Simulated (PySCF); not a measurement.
# Correlation energy of Mo²⁶⁺ (molybdenum, charge +26)

[Ne] 3s2 3p4, high-spin 3P determinant. Computed with PySCF 2.14 in an even-tempered Gaussian basis (17 s from 2.9 bohr⁻², ratio 2.5; 11 p from 3.8 bohr⁻², ratio 2.5; 5 d from 19 bohr⁻², ratio 2.7; 4 f from 28 bohr⁻², ratio 2.7), with no relativity, point nucleus. Frozen: 1s2; 14 electrons correlated; the 18 highest virtual orbitals of each spin left out.

| level | correlation energy (mhartree) |
| --- | --- |
| CCSD | -554.47 |
| (T) | -1.86 |
| CCSD(T) | -556.33 |

Diagnostics: T1 = 0.0011, D1 = 0.0054, largest double amplitude 0.027.

A non-relativistic calculation at this Z misses sizeable relativistic shifts. Spin-orbit coupling is strong in this species (close to jj coupling), so the high-spin LS determinant is a model state, not a physical level.

Cost of the coupled-cluster step: about 50 core-seconds, for 14 correlated electrons.

At this charge a non-relativistic calculation is a model, useful for the Z dependence of the correlation energy.

Spin-orbit coupling is strong in this species, so the high-spin LS determinant is a model state.
